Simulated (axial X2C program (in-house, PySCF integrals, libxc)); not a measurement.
# Se₂⁻ at several levels of theory

All values were computed with an axial X2C code built on PySCF integrals. Spin-free means the one-electron spin-free X2C Hamiltonian; two-component (2c) means X2C with spin–orbit coupling and atomic mean-field two-electron Coulomb and Gaunt terms, so the difference of the two also holds small scalar two-electron terms. Basis: Se dyall-acv3z [9s10p7d5f1g] (cores contracted in-house); Gaussian nuclei, density fitting, unrestricted open shells. Masses: Se 79.917 u.

Input:
```json
{"zs": [34, 34], "q": -1, "bas": ["dyall-acv3z", "dyall-acv3z"], "levels": ["PBE0", "HF", "BP86"], "cc": true, "r0": 2.14, "thr": -2.0, "nmax": 90, "npts": 10, "nst": 2, "ntry": 6}
```
```bash
python so2c.py task.json out
```

Keys: zs atomic numbers; q charge; bas basis sets; levels methods; cc coupled cluster on or off; r0 starting distance in Å; thr threshold in hartree for freezing inner shells (an s shell follows its p shell); nmax most natural virtual spinors; npts points on the curve; nst determinants followed; ntry starts of the search. HF also brings MP2.

State, spin-free: M_S = 1/2, Λ = 1 (beyond evenly filled blocks: π+α, π+β, π-α); electrons by block: σα: 15, σβ: 15, π+α: 8, π+β: 8, π-α: 8, π-β: 7, δ+α: 2, δ+β: 2, δ-α: 2, δ-β: 2. Fragments: Se- + Se.

State, 2c: Ω = 3/2 (⟨Sz⟩ = 0.50, ⟨Lz⟩ = 1.00 at PBE0); electrons by block: 1/2: 23, -1/2: 23, 3/2: 10, -3/2: 9, 5/2: 2, -5/2: 2. Fragments: Se- + Se.

```
Hamiltonian    level  Re (Å)  ωe (cm⁻¹)  De (eV)  D0 (eV)  k (mdyn/Å)
  spin-free     PBE0   2.274      328.2     3.42     3.40        2.54
  spin-free       HF   2.257      352.0     1.47     1.45        2.92
  spin-free      MP2   2.286      320.1     3.36     3.34        2.41
  spin-free     CCSD   2.288      322.7     3.02     3.00        2.45
  spin-free  CCSD(T)   2.301      311.6     3.19     3.17        2.29
  spin-free     BP86   2.315      300.2     3.66     3.64        2.12
         2c     PBE0   2.276      326.9     3.45     3.43        2.52
         2c       HF   2.259      350.5      n/a      n/a        2.89
         2c      MP2   2.288      319.4     3.26     3.24         2.4
         2c     CCSD   2.290      321.6     2.94     2.92        2.43
         2c  CCSD(T)   2.302      310.6     3.10     3.08        2.27
         2c     BP86   2.317      298.8     3.67     3.65         2.1
```

Correlated methods: 13 electrons correlated (number of frozen shells: Se 3 s, 2 p, 1 d), 291 virtual spin orbitals or spinors in MP2, 90 natural virtuals in coupled cluster.

One determinant describes the state; a PBE0 search over occupations chose it and may have missed a lower one. Dissociation energies refer to the lowest single-determinant-based atoms at the same level and basis. De is not given where an atomic determinant may have missed its ground term or J level, or where the truncated virtual space spoils (T). Density functionals use the spin component along the axis (collinear). CCSD and (T) use frozen natural virtuals with an MP2 correction for the truncation; (T) itself is uncorrected, so its De runs slightly low. The functionals have no current-density term, which raises determinants with orbital currents, atoms included. The highest occupied level of some functionals is positive through self-interaction error; at Hartree–Fock it is bound. Hartree–Fock gets electron affinities wrong, so its lowest charge split need not be the true one.

Rough cost a point (2c) on 1 thread(s) of a shared host, integrals apart: PBE0 1 s, HF 0.8 s, CCSD(T) 7 s, BP86 0.5 s.

The whole task took 3.4 min on 1 thread of Intel(R) Xeon(R) 6975P-C (Granite Rapids), with other jobs on the host.
